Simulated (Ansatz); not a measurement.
The cluster Cu5Te4⁻, relaxed as a singlet with RKS PBE-D4/def2-SVP in Ansatz, starting from the GFN2-xTB geometry. Force threshold 0.03 eV/Å.

In the def2 sets Te takes a core potential; there is no spin–orbit coupling. The structure comes from a short search, and lower isomers may exist.

Start:

```xyz
9

Cu    0.7283    0.5025    1.8356
Cu    1.1539    2.3196    0.0440
Cu    0.5310   -0.4980   -2.0097
Cu    0.9712   -1.5808    0.6295
Cu   -2.0110    0.8193    0.0001
Te    2.6122    0.1814   -0.5956
Te   -0.8343    2.5423    1.6548
Te   -1.9773   -1.2195   -1.7122
Te   -1.1740   -3.0668    0.1534
```

Task: Estimate the energy that the relaxation releases and the steps that it takes.

Result: 69.5 kcal/mol, in 12 steps; 2 min on 4 threads of Arm Neoverse V1 on a shared host. No frequencies were taken in this run, so the end may be a saddle point.

Task: Does the start keep its bonding?

Result: Bonds lost: Cu1–Te6 (atoms count from 1). Bonds formed: Cu1–Te9 (atoms count from 1). Metal–metal contacts that move far: Cu2–Cu4 3.95 to 2.59 Å, Cu2–Cu3 3.54 to 2.57 Å, Cu3–Cu5 3.50 to 2.54 Å, Cu2–Cu5 3.50 to 2.59 Å, Cu1–Cu5 3.31 to 2.44 Å.

Task: Predict the relaxed structure.

Result: 
```xyz
9

Cu   -0.573   -0.105    1.657
Cu    1.046    1.366    0.307
Cu    0.415   -0.104   -1.703
Cu    1.268   -1.212    0.296
Cu   -1.432    0.998   -0.343
Te    2.857    0.227   -1.067
Te   -0.822    2.428    1.667
Te   -1.891   -1.134   -1.617
Te   -0.868   -2.465    0.803
```
Bond lengths (bridged metal pairs left out): 10 × Cu–Te 2.53 to 2.55 Å; 1 × Te–Te 2.95 Å.
